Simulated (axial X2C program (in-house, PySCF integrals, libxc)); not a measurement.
Potential curves of TiB⁺, with spin–orbit coupling

Computed with an in-house relativistic program for diatomic molecules. Two-component (2c) means X2C with spin–orbit coupling and atomic mean-field two-electron Coulomb and Gaunt terms. Basis: Ti dyall-cv3z [10s10p6d4f2g], B dyall-v3z [7s6p2d1f] (cores contracted in-house); Gaussian nuclei, density fitting, unrestricted open shells. Masses: Ti 47.948 u, B 11.009 u.

State: Ω = 4 (⟨Sz⟩ = 2.00, ⟨Lz⟩ = 2.00 at PW91). Energies in eV from the lowest point of each curve. Fits are polynomials in 1 − R0/R over 0.85 to 1.23 times the lowest point R0.

| R (Å) | PW91 | PBE0 |
| --- | --- | --- |
| 1.8079 | 0.4394 | 0.4213 |
| 1.8910 | 0.1703 | 0.1742 |
| 1.9533 | 0.0588 | 0.0696 |
| 2.0157 | 0.0064 | 0.0152 |
| 2.0780 | 0.0000 | 0.0000 |
| 2.1507 | 0.0361 | 0.0211 |
| 2.2235 | 0.1065 | 0.0748 |
| 2.3170 | 0.2308 | 0.1779 |
| 2.4313 | 0.4132 | 0.3369 |
| 2.5975 | 0.7008 | 0.5950 |

The state is a single determinant with fixed occupations, the lowest that a limited PBE0 search found. Density functionals use the spin component along the axis (collinear). PBE0 can misorder states that lie within some tenths of an eV, so this need not be the ground state of the molecule. The nearest other 2c determinant of the search, Ω = 3, lies 0.46 eV up at the distance of the search. The functionals have no current-density term, which raises determinants with orbital currents, atoms included. With several unpaired electrons one determinant need not be a pure state. Open-shell Ω = 0 determinants with evenly filled partner blocks cannot be reached by this program, so the Ω shown need not be the lowest component. At some level and bond length an empty orbital lies below a filled one.

What are Re and ωe at the PW91 level?

At PW91, 2c: Re = 2.056 Å, ωe ≈ 547 cm⁻¹; Be follows as 0.445 cm⁻¹.

Fit the PBE0 curve near its minimum: give the equilibrium distance and the harmonic wavenumber.

At PBE0, 2c: Re = 2.075 Å, ωe ≈ 495 cm⁻¹; Be follows as 0.437 cm⁻¹.
